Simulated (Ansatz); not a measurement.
Reaction (cleavage of the B–Si bond): `B[Si](C)(F)[SiH3]` + `[NH2][GeH3]` → `B[NH][GeH3]` + `C[SiH](F)[SiH3]`

Program: Ansatz. Geometries: PBE0-D4/def2-TZVP. ΔE: electronic, gas phase. CCSD(T)/CBS is the MP2 limit (def2-TZVPP, def2-QZVPP) plus CCSD(T) − MP2 in def2-TZVPP, frozen cores. Functionals use def2-TZVPP. B3LYP here is the variant with VWN-RPA as its local correlation; programs differ in this. For Ge outer-core shells are correlated without core-valence functions, which leaves a few kJ/mol of doubt a bond. Scalar relativity is left out up to krypton.

(1) Is it downhill or uphill in electronic energy at CCSD(T)/CBS, and by how much? (Best estimate.)

(2) What do these levels give: PBE0-D4, B3LYP-D4, ωB97M-V, PBE0, B3LYP, CCSD/def2-TZVPP? (An estimate is asked.)

Largest T1 diagnostic among the species: 0.013.

Results:

(1) Computed: Downhill: ΔE = -171.0 kJ/mol.

(2) The calculation gave: PBE0-D4 -164.8, B3LYP-D4 -171.8, ωB97M-V -174.7, PBE0 -166.3, B3LYP -174.1, CCSD/def2-TZVPP -173.0 kJ/mol.
